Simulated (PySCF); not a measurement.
VCl4, SMILES [Cl][V]([Cl])([Cl])[Cl] (connectivity only; charge and spin as stated), neutral, multiplicity 2.

Coordinates come from a B3LYP-D3(BJ)/def2-SVP optimisation. The spin state was assumed, not searched. The isomer is the one that the SMILES or the coordinates give; other isomers of the formula were not compared.

Method: TDA-B3LYP/def2-SVPD in PySCF.

Vertical excitations; the highest root listed may be one member of a degenerate set. The molecule is in vacuum.

```json
[
 {"state": "root 1", "energy (eV)": "0.17", "λ (nm)": "7361", "f": "0.000", "main pairs": "α HOMO→LUMO 95 %"},
 {"state": "root 2", "energy (eV)": "1.15", "λ (nm)": "1077", "f": "0.000", "main pairs": "α HOMO→LUMO+3 93 %"},
 {"state": "root 3", "energy (eV)": "1.18", "λ (nm)": "1053", "f": "0.002", "main pairs": "α HOMO→LUMO+1, α HOMO→LUMO+2 (degenerate set)"},
 {"state": "root 4", "energy (eV)": "1.18", "λ (nm)": "1053", "f": "0.002", "main pairs": "α HOMO→LUMO+2, α HOMO→LUMO+1 (degenerate set)"},
 {"state": "root 5", "energy (eV)": "2.79", "λ (nm)": "444", "f": "0.007", "main pairs": "α HOMO−1→LUMO, β HOMO−1→LUMO (degenerate set)"},
 {"state": "root 6", "energy (eV)": "2.79", "λ (nm)": "444", "f": "0.007", "main pairs": "α HOMO−2→LUMO, β HOMO−2→LUMO (degenerate set)"},
 {"state": "root 7", "energy (eV)": "2.82", "λ (nm)": "440", "f": "0.000", "main pairs": "α HOMO−3→LUMO 99 %"},
 {"state": "root 8", "energy (eV)": "3.36", "λ (nm)": "369", "f": "0.000", "main pairs": "β HOMO→LUMO 97 %"},
 {"state": "root 9", "energy (eV)": "3.50", "λ (nm)": "354", "f": "0.009", "main pairs": "α HOMO−5→LUMO, β HOMO−1→LUMO, β HOMO−2→LUMO (degenerate set)"},
 {"state": "root 10", "energy (eV)": "3.50", "λ (nm)": "354", "f": "0.009", "main pairs": "α HOMO−4→LUMO, β HOMO−2→LUMO, β HOMO−1→LUMO (degenerate set)"}
]
```
Unrestricted roots are not spin-pure.
